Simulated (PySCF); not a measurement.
CH2NO, charge +1, singlet, at a GFN2-xTB geometry; TPSS/pcseg-1 (PySCF).

Here is a job for PySCF.
```python
from pyscf import gto, scf, dft

mol = gto.Mole()
mol.atom = '''
    N    -1.10115798    0.01988059   -0.05087399
    C     0.14673069   -0.00264911    0.00677902
    O     1.26458833   -0.02283120    0.05842455
    H    -1.63107822    0.89621965   -0.02770100
    H    -1.65790664   -0.83683948   -0.12425157
'''
mol.basis = 'pcseg-1'
mol.charge = 1
mol.verbose = 3
mol.build()

mf = dft.RKS(mol)
mf.xc = 'tpss'
mf.grids.prune = dft.gen_grid.treutler_prune
mf.kernel()
mf.analyze()
```

What the program printed (banner, timings and long lists left out):

```
converged SCF energy = -168.959537626638
**** MO energy ****
MO #1   energy= -19.2556589185204  occ= 2
MO #2   energy= -14.4644294507121  occ= 2
MO #3   energy= -10.4430278500503  occ= 2
MO #4   energy= -1.3799438477747   occ= 2
MO #5   energy= -1.22353843206083  occ= 2
MO #6   energy= -0.888952004605621 occ= 2
MO #7   energy= -0.822661731367074 occ= 2
MO #8   energy= -0.751702875223009 occ= 2
MO #9   energy= -0.731145886427155 occ= 2
MO #10  energy= -0.691630766826932 occ= 2
MO #11  energy= -0.583696499430795 occ= 2
MO #12  energy= -0.3521105294163   occ= 0
MO #13  energy= -0.269619155801966 occ= 0
MO #14  energy= -0.237305963655675 occ= 0
MO #15  energy= -0.139457960207427 occ= 0
MO #16  energy= -0.12697190273347  occ= 0
MO #17  energy= 0.109186594585572  occ= 0
MO #18  energy= 0.119725775198218  occ= 0
MO #19  energy= 0.135233040543899  occ= 0
 ** Mulliken atomic charges  **
charge of    0N =     -0.26222
charge of    1C =      0.62713
charge of    2O =     -0.04162
charge of    3H =      0.33835
charge of    4H =      0.33835

WARN: System has nonzero charge 1; the dipole moment is origin-dependent.
Location of origin: [0. 0. 0.]

Dipole moment(X, Y, Z, Debye): -4.01107,  0.07241, -0.18530
```
